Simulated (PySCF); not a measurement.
Structure elucidation problem

The spectra below were simulated for a compound C$_{7}$H$_{11}$F$_{3}$.

¹H NMR (600 MHz, computed): δ 2.89 (m, 2H), 1.93 (s, 3H), 1.88 (s, 3H), 1.79 (s, 3H).

¹³C{¹H} NMR (computed): δ 142.9, 136.0, 125.7, 43.6, 25.2, 23.2, 23.2.

- shielding tensors at PBE0/pcSseg-1 (GIAO)
- GFN2-xTB structure
- code: PySCF 2.14
- a single conformation, no solvent, relativity neglected, averaged over atoms made equivalent by symmetry, fast rotation or ring inversion

Referencing at the same level of theory: ¹H (σref 31.72) and ¹³C (σref 186.93) vs TMS.

Problem. Deduce the structure.

Solution. 
- The formula gives 1 degree of unsaturation (no ring in the answer).
- 7 carbon signals for 7 carbons: no two carbons are equivalent.
- Carbon types of the structure: 3 × C, 1 × CH2, 3 × CH3, which accounts for all hydrogens.
- δC 142.9, 125.7: fully substituted alkene carbon; an sp2 carbon of a C=C bond.
- δC 136.0: CF3 carbon; 3 electronegative neighbours deshield it.
- δC 43.6: allylic sp3 CH2; a saturated carbon with 2 carbon neighbours and no heteroatom attached.
- δC 25.2, 23.2, 23.2: allylic methyl carbon; saturated and bonded to C and H only.
- δH 2.89: hydrogen on an allylic sp3 CH2; allylic position.
- δH 1.93, 1.88, 1.79: hydrogen on an allylic methyl carbon; allylic position.

Structure: `CC(C)=C(C)CC(F)(F)F`.

The data come from this structure; uniqueness wasn't tested.

Splittings by ¹⁹F in the carbon and heteronuclear signals aren't shown, as no couplings were computed. Shifts are as computed. Against solution values, carbons near 30 ppm lie about +3 ppm off and those near 130 ppm about +5 ppm. Of 1211 compounds with measured shifts, 218 miss one by over three times the rms of a fit or turn the order of signals round; such compounds aren't used in these exercises. Multiplicities follow the n + 1 count of equivalent neighbours, as no J values were calculated; m marks all less simple cases, F and P coupling included.
